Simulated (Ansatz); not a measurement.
```yaml
crystal:
  periodic: [false, false, false]
  atoms:
    - {symbol: O, position_ang: [-1.049789, -0.003979, -0.956650]}
    - {symbol: B, position_ang: [-0.114127, -1.093146, -0.415153]}
    - {symbol: O, position_ang: [1.363775, -0.911377, -0.733750]}
    - {symbol: O, position_ang: [-0.551423, -2.320229, 0.401135]}
    - {symbol: S, position_ang: [1.298690, 2.659036, 1.040346]}
    - {symbol: H, position_ang: [-2.086453, -0.122790, -0.712314]}
    - {symbol: H, position_ang: [1.968205, -1.688115, -0.303175]}
    - {symbol: H, position_ang: [-1.598666, -2.393012, 0.619344]}
    - {symbol: H, position_ang: [0.550153, 2.030367, -0.101940]}
    - {symbol: H, position_ang: [0.312706, 3.785899, 1.165292]}
basis:
  gaussian: {orbitals: "6-31++G**", fitting: {mean_field: cc-pVTZ-jkfit}}
magnetization: {spin_polarized: true, initial_magnetization: 10}
hamiltonian: {xc: {name: revPBE}, dispersion: d3bjatm}
output: {forces: true}
```

```sh
$ ansatz run in.yaml --threads 4 --pin off --events-out ev --progress --plain --max-ram 10444MiB
```

Shortened log:

```
Functional definition: revPBE
587 factors; integrals over basis functions are off by at most 3.6e-1 eV
mean field evaluation 1: about -17686.6757 eV, gradient 4.4e1 eV
mean field evaluation 2: about -17299.5824 eV, gradient 1.9e2 eV
mean field evaluation 4: about -17656.0005 eV, gradient 7.7e1 eV
mean field evaluation 8: about -17701.0996 eV, gradient 4.2e-1 eV
mean field evaluation 16: about -17701.0972 eV, gradient 2.6e-5 eV
mean field -17701.09719873 eV, -650.5033238186 hartree, gradient 1.2e-5 eV, S^2 30.009443; 10 other end points of the search recorded, 0 dependent functions left out
reference -17701.09726931 eV, -650.5033264126 hartree; 30, 20 occupied and 99, 109 virtual orbitals, 587 factors
Total energy: -17701.41794768 eV, -650.5151111253 hartree
Atom 0 at    -1.049789    -0.003979    -0.956650 Å, force    -1.068065     1.641311    -1.133472 eV/Å
Atom 1 at    -0.114127    -1.093146    -0.415153 Å, force    -0.127620    -0.069102     0.204663 eV/Å
Atom 2 at     1.363775    -0.911377    -0.733750 Å, force     0.674694     1.579317    -1.281402 eV/Å
Atom 3 at    -0.551423    -2.320229     0.401135 Å, force     0.058666    -1.709191     0.913969 eV/Å
Atom 4 at     1.298690     2.659036     1.040346 Å, force     4.501851    -1.443178     2.507396 eV/Å
Atom 5 at    -2.086453    -0.122790    -0.712314 Å, force    -0.338056    -0.429402     0.419244 eV/Å
Atom 6 at     1.968205    -1.688115    -0.303175 Å, force     1.548260    -1.478056     0.879697 eV/Å
Atom 7 at    -1.598666    -2.393012     0.619344 Å, force    -0.796647     0.355888    -0.064043 eV/Å
Atom 8 at     0.550153     2.030367    -0.101940 Å, force    -1.701861    -2.459183    -3.509447 eV/Å
Atom 9 at     0.312706     3.785899     1.165292 Å, force    -2.751223     4.011596     1.063395 eV/Å
Dipole moment:     0.035361     0.315334     0.094976 e Å
```

In this input the spin is set far too high for this molecule. The run converged. The result belongs to that input, not to the molecule as meant.
